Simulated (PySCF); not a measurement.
A series of related molecules.

All values: PBE0/pcSseg-1 (PySCF) at GFN2-xTB geometries, gas phase, one conformer each.

**Question.** Rank by dipole moment, highest first.
A. `[NH2:1][SiH2:2][NH:3][CH2:4][C:5]([F:6])([F:7])[F:8]` with H–N1–Si2–N3 -176° and 48°, N1–Si2–N3–C4 -174°, Si2–N3–C4–C5 -76°
B. `[CH3:1][C:2]([CH3:3])([CH3:4])[NH:5][SiH2:6][NH2:7]` with C2–N5–Si6–N7 167°, N5–Si6–N7–H 49° and -179°
C. `[CH3:1][CH:2]([CH3:3])[NH:4][SiH2:5][NH2:6]` with C1–C2–N4–Si5 83°, C2–N4–Si5–N6 -169°, N4–Si5–N6–H -167° and 61°
D. `[NH2:1][SiH2:2][NH:3][c:4]1[cH:5][cH:6][cH:7][cH:8][cH:9]1` with H–N1–Si2–N3 -55° and 171°, N1–Si2–N3–C4 -176°, Si2–N3–C4–C5 -2°

**Answer.** A (2.74 D), D (2.30 D), C (1.35 D), B (0.68 D).

**Question.** Rank by HOMO–LUMO gap, highest first.
A. `N(C(C)(C)C)[SiH2]N`
B. `N[SiH2]Nc1ccccc1`
C. `N[SiH2]NCC(F)(F)F`
D. `C(CN[SiH2]N)=C`

**Answer.** C (8.22 eV), A (7.49 eV), D (7.01 eV), B (5.90 eV).

**Question.** Rank by LUMO energy, lowest first.
A. `c1cccc(c1)N[SiH2]N`
B. `N([SiH2]N)C(C)C`
C. `N[SiH2]NCC(F)(F)F`
D. `C=CCN[SiH2]N`

**Answer.** A (0.02 eV), D (0.29 eV), C (0.84 eV), B (1.00 eV).

All values together:

```tsv
SMILES	formula	μ (D)	HOMO (eV)	LUMO (eV)	lowest IAO charge (e)	highest IAO charge (e)	lowest Hirshfeld charge (e)	highest Hirshfeld charge (e)
CC(C)(C)N[SiH2]N	C4H14N2Si	0.68	-6.56	0.93	-0.844 (N)	+1.010 (Si)	-0.323 (N)	+0.381 (Si)
CC(C)N[SiH2]N	C3H12N2Si	1.35	-6.44	1.00	-0.844 (N)	+1.012 (Si)	-0.323 (N)	+0.383 (Si)
C=CCN[SiH2]N	C3H10N2Si	0.70	-6.72	0.29	-0.845 (N)	+1.023 (Si)	-0.322 (N)	+0.387 (Si)
CN[SiH2]N	CH8N2Si	0.58	-6.60	0.98	-0.846 (N)	+1.022 (Si)	-0.323 (N)	+0.386 (Si)
N[SiH2]Nc1ccccc1	C6H10N2Si	2.30	-5.87	0.02	-0.843 (N)	+1.024 (Si)	-0.320 (N)	+0.404 (Si)
N[SiH2]NCC(F)(F)F	C2H7F3N2Si	2.74	-7.38	0.84	-0.846 (N)	+1.013 (Si)	-0.319 (N)	+0.382 (Si)
```

Conformers: `[CH3:1][C:2]([CH3:3])([CH3:4])[NH:5][SiH2:6][NH2:7]` with C2–N5–Si6–N7 167°, N5–Si6–N7–H 49° and -179°; `[CH3:1][CH:2]([CH3:3])[NH:4][SiH2:5][NH2:6]` with C1–C2–N4–Si5 83°, C2–N4–Si5–N6 -169°, N4–Si5–N6–H -167° and 61°; `[CH2:1]=[CH:2][CH2:3][NH:4][SiH2:5][NH2:6]` with C1–C2–C3–N4 129°, C2–C3–N4–Si5 150°, C3–N4–Si5–N6 180°, N4–Si5–N6–H 51° and -176°; `[CH3:1][NH:2][SiH2:3][NH2:4]` with C1–N2–Si3–N4 -179°, N2–Si3–N4–H -179° and 48°; `[NH2:1][SiH2:2][NH:3][c:4]1[cH:5][cH:6][cH:7][cH:8][cH:9]1` with H–N1–Si2–N3 -55° and 171°, N1–Si2–N3–C4 -176°, Si2–N3–C4–C5 -2°; `[NH2:1][SiH2:2][NH:3][CH2:4][C:5]([F:6])([F:7])[F:8]` with H–N1–Si2–N3 -176° and 48°, N1–Si2–N3–C4 -174°, Si2–N3–C4–C5 -76°.
